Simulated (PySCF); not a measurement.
# Polarisability and C₆ of Ir⁻ (iridium, charge -1)

[Xe] 4f14 5d8 6s2, high-spin 3F determinant. Computed with PySCF 2.14 in aug-cc-pwCVTZ-PP with ECP60MDF (8s8p7d4f3g, 122 functions), with a scalar-relativistic core potential. Coupled (time-dependent) response in atomic units; α is the mean over directions.

```json
{"method": "UHF", "mean α (bohr³)": "562.9", "C₆ (like pair)": "8200", "S(−4)": "920200"}
```

S(−4) is the Cauchy moment in α(ω) = α(0) + S(−4) ω² + …

Spin-orbit coupling is absent.

α(iu) at UHF:

```tsv
u (hartree)	α(iu) (bohr³)
0	562.9
0.0500	187.0
0.100	102.1
0.200	49.26
0.300	30.78
0.500	16.96
0.750	10.51
1.00	7.364
1.50	4.316
2.00	2.869
3.00	1.538
5.00	0.6470
```

For an ion, C₆ is the dispersion term alone; charge-induced terms of lower order in 1/R come first.

Energies and moments cover only the electrons outside the core potential. Spin-orbit coupling, absent here, splits the open shell strongly. ⟨S²⟩ = 2.08 against 2.00 shows spin contamination.
